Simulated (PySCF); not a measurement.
Two species compared at the same levels of theory.

First species: 2,3-dimethylbutane, C6H14.
Geometry (PBE0-D3(BJ)/def2-SVP, Å), atoms numbered from 1 in this order:
```
atom  x, y, z in Å
C1     1.4572   -0.3551    0.8916
C2     0.7418    0.4183   -0.2125
C3     1.2605   -0.0001   -1.5847
C4    -0.7978    0.3433   -0.1263
C5    -1.3349    1.0173    1.1325
C6    -1.3525   -1.0724   -0.2568
H7     1.1413   -0.0350    1.8956
H8     2.5461   -0.2058    0.8267
H9     1.2729   -1.4385    0.8105
H10    0.9961    1.4868   -0.0821
H11    0.7508    0.5483   -2.3928
H12    1.1115   -1.0767   -1.7658
H13    2.3400    0.1972   -1.6746
H14   -1.1738    0.9236   -0.9897
H15   -0.9402    2.0399    1.2420
H16   -1.0653    0.4557    2.0414
H17   -2.4337    1.0830    1.1064
H18   -1.0205   -1.5654   -1.1826
H19   -1.0459   -1.7064    0.5906
H20   -2.4534   -1.0579   -0.2686
```

Second species: C₂H₃F₅S.
SMILES: `C=CS(F)(F)(F)(F)F`

Levels: CAM-B3LYP/def2-SVPD for dipole moment, HOMO energy, LUMO energy, HOMO–LUMO gap, static isotropic polarisability and electronic spatial extent ⟨r²⟩ about the centre of nuclear charge; TDDFT CAM-B3LYP/def2-SVPD for lowest singlet excitation; TDA CAM-B3LYP/def2-SVPD for lowest triplet excitation (Tamm–Dancoff); ΔSCF CAM-B3LYP/def2-SVPD for vertical ionisation energy; PBE0-D3(BJ)/def2-SVP for rotational constant A and rotational constant C. Geometries: PBE0-D3(BJ)/def2-SVP. Each structure is a single optimised conformer of the isolated species, non-relativistic unless stated. Electronic properties by PySCF.

Dipoles, sizes and rotational constants follow the conformer. The torsions of the flexible species, by atom-mapped SMILES:
- `[CH3:1][CH:2]([CH3:3])[CH:4]([CH3:5])[CH3:6]`: C1–C2–C4–C5 65°

(1) Which of the two has the higher HOMO energy, and by how much?

(2) Which has the higher HOMO–LUMO gap?

(3) Which of the two has the higher static isotropic polarisability, and by how much?

(4) Which has the higher LUMO energy?

(5) Which of the two has the higher rotational constant A, and by how much?

(6) Which of the two has the higher S1 energy, and by how much?

(7) Which of the two has the higher T1 energy, and by how much?

(8) Which of the two has the higher rotational constant C, and by how much?

Results:

(1) The first: -10.02 eV against -10.60 eV, a difference of 0.58 eV.

(2) The first: 11.37 eV against 10.40 eV, a difference of 0.97 eV.

(3) The first: 75.0 au against 52.7 au, a difference of 22.3 au.

(4) The first: 1.35 eV against -0.20 eV, a difference of 1.55 eV.

(5) The first: 4.249 GHz against 2.517 GHz, a difference of 1.732 GHz.

(6) The first: 8.52 eV against 6.79 eV, a difference of 1.73 eV.

(7) The first: 8.29 eV against 4.33 eV, a difference of 3.96 eV.

(8) The first: 2.226 GHz against 1.684 GHz, a difference of 0.542 GHz.

On the first: The principal polarisabilities are 70.5, 74.3 and 80.2 au; their mean is the isotropic value. The polarisability is 11.12 Å³ as a volume (1 au = 0.148185 Å³), or 1.50 au for each of the 50 electrons.

On the second: The principal polarisabilities are 44.2, 49.3 and 64.5 au; their mean is the isotropic value. The dipole equals about 11.6 × 10⁻³⁰ C·m (1 D = 3.33564 × 10⁻³⁰ C·m).
